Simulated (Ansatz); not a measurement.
One geometry of CH7BGeS, SMILES `CS[BH][GeH3]`, several functionals.

```yaml
crystal:
  periodic: [false, false, false]
  atoms:
    - {symbol: C, position_ang: [-0.058996, 1.851895, 1.575719]}
    - {symbol: S, position_ang: [0.336549, 1.164223, -0.051749]}
    - {symbol: B, position_ang: [-0.126758, -0.517932, -0.010038]}
    - {symbol: Ge, position_ang: [0.175512, -1.645563, -1.703758]}
    - {symbol: H, position_ang: [-0.771136, 2.667401, 1.451337]}
    - {symbol: H, position_ang: [0.853724, 2.241815, 2.025807]}
    - {symbol: H, position_ang: [-0.486037, 1.078218, 2.210455]}
    - {symbol: H, position_ang: [-0.603593, -0.981400, 0.982982]}
    - {symbol: H, position_ang: [-1.158010, -2.238047, -2.199870]}
    - {symbol: H, position_ang: [0.795928, -0.843576, -2.861801]}
    - {symbol: H, position_ang: [1.108214, -2.834033, -1.398586]}
basis:
  gaussian: {orbitals: def2-TZVPP}
hamiltonian: {xc: {name: B3LYP}, dispersion: d4}
output: {forces: true, orbitals: {seedname: orbitals}}
```

```sh
$ ansatz run in.yaml --threads 4 --pin off --events-out ev --progress --plain --max-ram 10444MiB
```

It prints (some lines left out):

```
Functional definition: B3LYP
1447 factors; their error is unknown
mean field evaluation 1: about -69178.3951 eV, gradient 5.1e1 eV
mean field evaluation 2: about -69175.3573 eV, gradient 6.0e1 eV
mean field evaluation 4: about -69184.2203 eV, gradient 1.9e0 eV
mean field evaluation 8: about -69184.2308 eV, gradient 5.7e-2 eV
mean field evaluation 16: about -69184.4429 eV, gradient 5.6e-5 eV
mean field -69184.44287064 eV, -2542.4813805963 hartree, gradient 5.6e-5 eV, S^2 0.000000; 0 other end points of the search recorded, 0 dependent functions left out
reference -69184.44316894 eV, -2542.4813915587 hartree; 33, 33 occupied and 217, 217 virtual orbitals, 1447 factors
Total energy: -69184.81042327 eV, -2542.4948879063 hartree
Atom 0 at    -0.058996     1.851895     1.575719 Å, force    -0.067125     0.133426     0.288685 eV/Å
Atom 1 at     0.336549     1.164223    -0.051749 Å, force     0.092335     0.006134    -0.255090 eV/Å
Atom 2 at    -0.126758    -0.517932    -0.010038 Å, force    -0.087260    -0.116771     0.157925 eV/Å
Atom 3 at     0.175512    -1.645563    -1.703758 Å, force     0.000677    -0.054684    -0.043979 eV/Å
Atom 4 at    -0.771136     2.667401     1.451337 Å, force     0.040146    -0.041870     0.029770 eV/Å
Atom 5 at     0.853724     2.241815     2.025807 Å, force    -0.063187    -0.014976    -0.006861 eV/Å
Atom 6 at    -0.486037     1.078218     2.210455 Å, force     0.024532     0.069485    -0.018198 eV/Å
Atom 7 at    -0.603593    -0.981400     0.982982 Å, force     0.055928     0.043799    -0.122965 eV/Å
Atom 8 at    -1.158010    -2.238047    -2.199870 Å, force    -0.006633    -0.009981    -0.013707 eV/Å
Atom 9 at     0.795928    -0.843576    -2.861801 Å, force     0.002652    -0.000888    -0.007386 eV/Å
Atom 10 at     1.108214    -2.834033    -1.398586 Å, force     0.007935    -0.013672    -0.008195 eV/Å
Dipole moment:    -0.070367     0.299372     0.422051 e Å
```

Hardware: 4 threads of an Arm Neoverse V1 on a shared host. Wall time 6 s, peak host memory 0.73 GiB.

The same input with `hamiltonian: {xc: {name: B2PLYP}}` and no forces (abridged; 7 s):

```
Functional definition: B2PLYP
mean field evaluation 16: about -69160.4018 eV, gradient 2.7e-4 eV
mean field -69160.40183683 eV, -2541.5978888995 hartree, gradient 8.3e-6 eV, S^2 0.000000
16 core orbitals not correlated: weight in the atoms' cores, before any rotation towards them, 1.000 or more for the frozen orbitals, at most 0.000 for the correlated occupied ones
second order -24.12547416 eV of doubles, -0.00000000 eV of singles
Total energy: -69166.91590395 eV, -2541.8372764508 hartree
```

B3LYP takes the VWN-RPA correlation (the form of Gaussian; ORCA's B3LYP/G).
